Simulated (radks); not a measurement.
Results of a calculation; reference values are marked as such.
Question: These are the eigenvalues of the occupied orbitals of an atom or ion with whole-number occupations (eV). Code: a radial shooting solver on a logarithmic mesh with Libxc functionals. Model: Dirac Kohn-Sham, PBE, spin-unpolarised, spherical densities, point nucleus.

| orbital | eigenvalue |
|---|---|
| 1s1/2 | -42321.87 |
| 2s1/2 | -7259.631 |
| 2p1/2 | -6891.393 |
| 2p3/2 | -6408.822 |
| 3s1/2 | -1972.177 |
| 3p1/2 | -1816.312 |
| 3p3/2 | -1719.400 |
| 3d3/2 | -1449.399 |
| 3d5/2 | -1428.368 |
| 4s1/2 | -761.2047 |
| 4p1/2 | -700.0894 |
| 4p3/2 | -675.0467 |
| 4d3/2 | -573.3776 |
| 4d5/2 | -568.3417 |

Which element is it, and in what charge state? The configuration may be excited. Open shells, if any, are shared by 2j + 1.

Answer: Z = 59, praseodymium, charge +20: Pr20+ in [Kr] 4d3. The list shows which subshells hold electrons but not how many an open one holds; the 1s level, -1555.3 hartree, gives Z - s = 55.8 by -(Z - s)^2/2, which with screening and relativity narrows Z to a few neighbours, and the depths of the outer levels then fix element, charge and occupations together.
